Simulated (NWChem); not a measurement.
Species: GeSiH3F, singlet; SMILES [SiH3][Ge][F]

Program: NWChem. Pople sets run with spherical d functions. Low-valent species are run as closed-shell singlets; no triplet was tried in these runs. The geometry was optimised at PBE0/def2-SVP. Ions are spin-unrestricted doublets at the neutral geometry; other ion states weren't tried. Functional: LC-ωPBE (HJS hole) with 6-31G*; rows give the range parameter ω in 1/bohr.

| range parameter (1/bohr) | vertical ionisation energy, ΔSCF (eV) | −ε(HOMO) (eV) | ΔSCF minus −ε(HOMO) (eV) |
|---|---|---|---|
| 0.10 | 8.49 | 6.85 | 1.64 |
| 0.15 | 8.51 | 7.40 | 1.11 |
| 0.20 | ___ | ___ | ___ |
| 0.35 | 8.66 | 8.71 | -0.05 |
| 0.60 | 8.81 | 9.34 | -0.53 |

**Question.** Fill in the missing entries.

**Answer.** 
- 0.20, vertical ionisation energy, ΔSCF (eV): 8.54
- 0.20, −ε(HOMO) (eV): 7.85
- 0.20, ΔSCF minus −ε(HOMO) (eV): 0.69
